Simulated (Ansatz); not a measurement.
Reaction (formal loss of a carbene): `CNBCN` → `NBCN` + `[CH2]` (triplet)

Gas-phase electronic energies from Ansatz, PBE0-D4/def2-TZVP geometries. CBS: MP2 limit from def2 TZ/QZ plus the TZ coupled-cluster correction, frozen cores. This one scheme is used for every species. DFT in def2-TZVPP. B3LYP here is the variant with VWN-RPA as its local correlation; programs differ in this. Triplets are unrestricted, without spin–orbit coupling. One conformer a species, not always the lowest.

`CNBCN`:

```xyz
14

C    -1.825    0.918   -1.352
N    -0.838    0.020   -0.802
B    -0.052    0.233    0.322
C     0.925   -0.888    0.850
N     2.101   -0.348    1.526
H    -1.839    1.833   -0.761
H    -1.595    1.182   -2.389
H    -2.829    0.482   -1.329
H    -0.753   -0.852   -1.304
H    -0.156    1.285    0.891
H     0.347   -1.459    1.592
H     1.163   -1.610    0.048
H     2.605    0.286    0.920
H     2.745   -1.083    1.787
```

`NBCN`:

Z-matrix (Å, degrees):
```
C
B 1 1.576
N 1 1.459 2 113.3
H 1 1.100 2 105.8 3 -118.0
H 1 1.105 2 110.1 3 129.0
N 2 1.391 1 120.9 3 -162.4
H 2 1.200 1 121.3 3 18.4
H 3 1.011 1 110.9 2 53.9
H 3 1.012 1 111.4 2 173.0
H 6 1.007 2 123.5 1 1.5
H 6 1.005 2 123.0 1 -177.1
```

`[CH2]` (triplet):

Cartesian coordinates in Å:
```
C 0.022 -0.160 -0.224
H -0.724 -0.517 0.469
H 0.702 0.677 -0.246
```

| level | ΔE (kJ/mol) |
| --- | --- |
| B3LYP-D4 | 398.9 |
| ωB97X-V | 415.8 |
| ωB97M-V | 405.9 |
| PBE0 | 397.8 |

**Question.** What does CCSD(T)/CBS give? (Estimate.)

**Answer.** Ansatz gave: +404.1 kJ/mol. The listed levels differ from it by -5.2, 11.7, 1.8, -6.3 kJ/mol.

Largest T1 diagnostic among the species: 0.011.

The D4 term adds +8.7 kJ/mol with B3LYP and +4.7 kJ/mol with PBE0; it sums over pairs of atoms, weighted by their polarisabilities, and B3LYP, whose exchange is more repulsive, gets the larger term. From PBE to PBE0 (25 % exact exchange), in def2-TZVPP and without D4, ΔE moves by −9.1 kJ/mol.
